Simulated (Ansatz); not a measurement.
Job for Ansatz (a first-principles code): R-CCSD(T)/aug-cc-pVQZ on N2 (SMILES N#N).

Ansatz 0.2 input:
```yaml
crystal:
  periodic: [false, false, false]
  atoms:
    - {symbol: N, position_ang: [0.07938161, -0.05725127, 3.36882438]}
    - {symbol: N, position_ang: [-0.04726989, -0.09717625, 2.28723263]}
basis:
  gaussian:
    orbitals: aug-cc-pVQZ
magnetization: {spin_polarized: false}
correlation: {method: ccsd_t, electrons: outside_noble_gas}
scf: {lower_state_search: off}
```

The log:

```
WARN ansatz: RAYON_NUM_THREADS=1 ignored (pool sized by the plan → 1); use --threads N
Functional definition: HF
these checks for a lower state are left out or cut short: stability, starts, cluster_reference, orbital_swaps, neighbouring_geometries, increment
integrals: 0.43 GiB planned
984 factors; integrals over basis functions are off by at most 7.4e-4 eV
mean field: 0.30 GiB planned
mean field evaluation 1: about -2965.5233 eV, gradient 1.2e1 eV
mean field evaluation 2: about -2965.5237 eV, gradient 1.2e1 eV
mean field evaluation 4: about -2965.8494 eV, gradient 6.3e-1 eV
mean field evaluation 8: about -2965.8504 eV, gradient 1.6e-4 eV
mean field -2965.85043629 eV, -108.9929932081 hartree, gradient 1.2e-6 eV, S^2 0.000000; 0 other end points of the search recorded, 0 dependent functions left out
2 core orbitals not correlated
reference -2965.85043629 eV, -108.9929932081 hartree; 5, 5 occupied and 153, 153 virtual orbitals, 984 factors
second order -10.87442837 eV of doubles, -0.00000000 eV of singles
coupled cluster: 0.84 GiB planned
cycle   1  -10.28332372 eV  change    5.9e-1 eV  update   8.3e-2
cycle   2  -10.65142639 eV  change   -3.7e-1 eV  update   2.5e-2
cycle   3  -10.71262540 eV  change   -6.1e-2 eV  update   9.7e-3
cycle   4  -10.71389845 eV  change   -1.3e-3 eV  update   2.2e-3
cycle   5  -10.71629091 eV  change   -2.4e-3 eV  update   6.3e-4
cycle   6  -10.71629680 eV  change   -5.9e-6 eV  update   1.3e-4
cycle   7  -10.71635707 eV  change   -6.0e-5 eV  update   2.7e-5
cycle   8  -10.71637415 eV  change   -1.7e-5 eV  update   6.8e-6
cycle   9  -10.71637029 eV  change    3.9e-6 eV  update   1.6e-6
perturbative correction -0.54745087 eV, -0.0201184485 hartree
Total energy: -2977.11425746 eV, -109.4069310010 hartree
Checks for a lower state left out: stability, starts, cluster_reference, orbital_swaps, neighbouring_geometries, increment
```

Self-consistency was reached.

Cost: very roughly 10 core-seconds.
